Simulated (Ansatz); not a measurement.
Relaxation of the cluster Al₂Cu₆ with RKS r2SCAN-D4/def2-SVP.

```sh
$ ansatz run in.yaml --threads 4 --pin off --events-out ev --progress --plain --max-ram 6963MiB
```

```yaml
crystal:
  periodic: [false, false, false]
  atoms:
    - {symbol: Al, position_ang: [0.024790, 1.297610, 0.730900]}
    - {symbol: Al, position_ang: [0.228780, 1.764620, -1.817690]}
    - {symbol: Cu, position_ang: [1.145950, -1.036380, 2.193000]}
    - {symbol: Cu, position_ang: [-1.476340, -0.552520, -0.913230]}
    - {symbol: Cu, position_ang: [-2.444070, 1.342190, -1.820000]}
    - {symbol: Cu, position_ang: [2.692000, -0.125960, 0.632930]}
    - {symbol: Cu, position_ang: [-0.960540, -1.585050, 1.292940]}
    - {symbol: Cu, position_ang: [0.789410, -1.104510, -0.298860]}
basis:
  gaussian: {orbitals: def2-SVP}
hamiltonian: {xc: r2scan, dispersion: d4}
scf: {lower_state_search: "off"}
output: {orbitals: {seedname: orbitals}}
relax: {f_tol: 0.03, max_steps: 70}
```

Run time 2.7 min (4 threads of Arm Neoverse V2 on a shared host).

Positions (Å) and forces (eV/Å) at steps 1, 2, 3, 4, 5, 6, 7, 8, 9, 10, 12 of 12:

```xyz
8
step=1 energy=-280996.6401 eV
Al    0.025    1.298    0.731    0.381   -2.405    0.137
Al    0.229    1.765   -1.818   -1.048   -0.599   -0.240
Cu    1.146   -1.036    2.193   -0.238    0.521   -0.842
Cu   -1.476   -0.553   -0.913    0.808    0.675    0.502
Cu   -2.444    1.342   -1.820    0.949    0.089    0.069
Cu    2.692   -0.126    0.633   -0.691    0.197    0.144
Cu   -0.961   -1.585    1.293    0.344    0.628   -0.406
Cu    0.789   -1.105   -0.299   -0.504    0.893    0.637
8
step=2 energy=-280997.4563 eV
Al    0.051    1.100    0.747    0.312   -1.844    0.224
Al    0.156    1.703   -1.828   -0.809   -0.509   -0.088
Cu    1.129   -0.992    2.163   -0.196    0.454   -0.552
Cu   -1.435   -0.498   -0.890    0.517    0.561    0.311
Cu   -2.387    1.370   -1.819    0.662    0.111   -0.006
Cu    2.663   -0.083    0.636   -0.465    0.264    0.097
Cu   -0.958   -1.539    1.277    0.186    0.542   -0.237
Cu    0.781   -1.061   -0.287   -0.205    0.420    0.251
8
step=3 energy=-280997.9657 eV
Al    0.085    0.911    0.789    0.071   -0.620    0.286
Al    0.073    1.636   -1.821   -0.333   -0.426    0.081
Cu    1.110   -0.941    2.129   -0.023    0.148   -0.053
Cu   -1.391   -0.437   -0.872    0.183    0.399    0.087
Cu   -2.333    1.395   -1.831    0.173    0.132   -0.088
Cu    2.627   -0.037    0.636   -0.171    0.330    0.013
Cu   -0.956   -1.478    1.261   -0.049    0.281   -0.052
Cu    0.783   -1.050   -0.291    0.148   -0.244   -0.274
8
step=4 energy=-280998.1585 eV
Al    0.101    0.794    0.873   -0.074    0.217    0.100
Al    0.034    1.454   -1.765    0.284    0.038   -0.139
Cu    1.118   -0.932    2.106    0.203   -0.298    0.266
Cu   -1.351   -0.341   -0.867   -0.268    0.016    0.103
Cu   -2.324    1.452   -1.865   -0.106    0.037   -0.108
Cu    2.570    0.072    0.617   -0.075    0.271   -0.013
Cu   -0.956   -1.415    1.235   -0.123   -0.027    0.097
Cu    0.808   -1.085   -0.334    0.158   -0.254   -0.306
8
step=5 energy=-280998.2856 eV
Al    0.062    0.767    0.944   -0.072    0.066    0.112
Al    0.131    1.336   -1.757    0.121    0.010   -0.100
Cu    1.177   -1.006    2.075    0.201   -0.130    0.025
Cu   -1.415   -0.299   -0.792   -0.210    0.045    0.069
Cu   -2.252    1.492   -1.922    0.094   -0.012   -0.089
Cu    2.465    0.233    0.561   -0.192    0.071    0.004
Cu   -0.948   -1.437    1.265   -0.017   -0.033    0.092
Cu    0.779   -1.086   -0.373    0.074   -0.017   -0.112
8
step=6 energy=-280998.4109 eV
Al    0.006    0.737    1.052   -0.054   -0.100    0.130
Al    0.223    1.231   -1.740    0.011   -0.019   -0.018
Cu    1.269   -1.091    2.021    0.100    0.081   -0.192
Cu   -1.507   -0.236   -0.687   -0.040    0.143    0.009
Cu   -2.142    1.507   -2.040    0.207   -0.092   -0.003
Cu    2.344    0.373    0.500   -0.248   -0.037   -0.054
Cu   -0.920   -1.471    1.312    0.030   -0.028    0.039
Cu    0.728   -1.050   -0.419   -0.006    0.050    0.088
8
step=7 energy=-280998.5261 eV
Al   -0.057    0.701    1.155   -0.027   -0.146    0.119
Al    0.306    1.175   -1.702    0.034    0.048    0.021
Cu    1.339   -1.116    1.951    0.057    0.126   -0.192
Cu   -1.555   -0.176   -0.603    0.046    0.121   -0.022
Cu   -2.017    1.499   -2.119    0.200   -0.069    0.020
Cu    2.216    0.476    0.404   -0.280   -0.002   -0.165
Cu   -0.904   -1.511    1.352    0.007   -0.037    0.021
Cu    0.671   -1.048   -0.437   -0.037   -0.041    0.199
8
step=8 energy=-280998.6513 eV
Al   -0.108    0.663    1.239   -0.002   -0.162    0.089
Al    0.385    1.160   -1.659   -0.006    0.105    0.039
Cu    1.391   -1.110    1.889    0.028    0.127   -0.159
Cu   -1.570   -0.131   -0.548    0.105    0.067   -0.021
Cu   -1.901    1.492   -2.165    0.198   -0.033    0.008
Cu    2.083    0.559    0.291   -0.227    0.030   -0.211
Cu   -0.897   -1.549    1.389   -0.031   -0.040    0.016
Cu    0.618   -1.084   -0.436   -0.065   -0.093    0.239
8
step=9 energy=-280998.7335 eV
Al   -0.146    0.617    1.304    0.038   -0.076    0.026
Al    0.437    1.203   -1.606   -0.197    0.110   -0.154
Cu    1.431   -1.078    1.841    0.024    0.066   -0.083
Cu   -1.548   -0.109   -0.528    0.058    0.030   -0.015
Cu   -1.797    1.493   -2.197    0.088   -0.006   -0.028
Cu    1.958    0.617    0.152    0.085   -0.030    0.126
Cu   -0.908   -1.587    1.434   -0.028   -0.039    0.010
Cu    0.572   -1.157   -0.401   -0.068   -0.055    0.118
8
step=10 energy=-280998.7352 eV
Al   -0.108    0.576    1.394    0.064    0.050   -0.020
Al    0.382    1.292   -1.563    0.043   -0.004   -0.016
Cu    1.476   -1.127    1.809   -0.051    0.051   -0.083
Cu   -1.532   -0.014   -0.478   -0.077    0.112   -0.192
Cu   -1.780    1.412   -2.379    0.048   -0.144    0.234
Cu    1.947    0.612    0.149   -0.008    0.021    0.046
Cu   -0.913   -1.605    1.459    0.021   -0.052   -0.027
Cu    0.528   -1.147   -0.391   -0.039   -0.033    0.057
8
step=12 energy=-280998.7468 eV
Al   -0.119    0.595    1.356    0.002   -0.002    0.004
Al    0.407    1.268   -1.579   -0.008    0.013   -0.026
Cu    1.459   -1.102    1.811    0.006    0.001    0.008
Cu   -1.538   -0.044   -0.506   -0.008   -0.002    0.004
Cu   -1.786    1.427   -2.299    0.006    0.007   -0.005
Cu    1.956    0.612    0.156    0.008    0.001    0.009
Cu   -0.914   -1.602    1.446   -0.006   -0.013    0.010
Cu    0.535   -1.154   -0.386    0.000   -0.004   -0.005
```

The restricted singlet is unstable towards broken spin symmetry in Hartree–Fock (as tested in another run); at r2SCAN-D4/def2-SVP this wasn't settled. The structure comes from a short search, and lower isomers may exist.
